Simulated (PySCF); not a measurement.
## How methods differ on the ionisation energy of Dy⁵⁴⁺

Dy⁵⁴⁺ [Ne] 3s2 (1S) → Dy⁵⁵⁺ [Ne] 3s1 (2S), as a difference of total energies. Calculation: PySCF 2.14, in an even-tempered Gaussian basis (17 s from 14 bohr⁻², ratio 2.5; 12 p from 18 bohr⁻², ratio 2.5; 4 d from 65 bohr⁻², ratio 2.7; 4 f from 97 bohr⁻², ratio 2.7); scalar relativity by spin-free X2C-1e. Correlated levels: outer shells: 1s2 frozen; virtual orbitals above 40 to 60 times the deepest correlated orbital energy dropped. The calculations carry no spin-orbit coupling.

| method | ionisation energy (eV) |
| --- | --- |
| UHF | 5298.3 |
| LDA | 5303.0 |
| PBE | 5306.6 |
| PBE0 | 5304.8 |
| r2SCAN | 5297.9 |
| r2SCAN0 | 5298.4 |
| B3LYP | 5304.8 |
| MP2 (outer shells) | 5301.7 |
| SCS-MP2 (outer shells) | 5302.1 |

Task: How much does correlation contribute at MP2 (outer shells)?

Result: 5301.7 − (5298.3) = 3.4 eV, measured against UHF.

Breit and QED terms and the two-electron picture change are absent.

For comparison: 5296 ± 5 eV (theoretical estimate listed by NIST; NIST Atomic Spectra Database, ionization energies).
